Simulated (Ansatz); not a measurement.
Job for Ansatz (a program for electronic structure): U-CCSD(T)/cc-pV(T+d)Z on CH5Si (SMILES C[SiH2]), 2S+1 = 2, atoms moved off the minimum. Files ending in .json are basis or fitting sets from the Basis Set Exchange.

Ansatz 0.2 input:
```yaml
crystal:
  periodic: [false, false, false]
  atoms:
    - {symbol: C, position_ang: [-1.10581141, -0.16883459, 0.21947356]}
    - {symbol: Si, position_ang: [0.53958505, 0.10175585, -0.26163486]}
    - {symbol: H, position_ang: [-1.76326731, 0.51619802, -0.34909617]}
    - {symbol: H, position_ang: [-1.49011479, -1.06544336, -0.07475491]}
    - {symbol: H, position_ang: [-1.43754150, -0.03895993, 1.23167196]}
    - {symbol: H, position_ang: [1.16157352, 1.62753390, 0.17559664]}
    - {symbol: H, position_ang: [1.31422870, -0.98214672, 0.57500869]}
basis:
  gaussian:
    orbitals: cc-pV_T+d_Z.json
magnetization: {spin_polarized: true, initial_magnetization: 1}
correlation: {method: ccsd_t, electrons: outside_noble_gas}
scf: {omitted_lower_state_checks: [cluster_reference]}
output: {forces: true}
```

Q: Give the final energy of this run.

A: -330.0089 hartree (reference determinant -329.6688, T1 diagnostic 0.013).

Q: How many basis functions does it have, and what does it roughly cost on one machine?

A: 139 functions; very roughly 5 core-minutes.
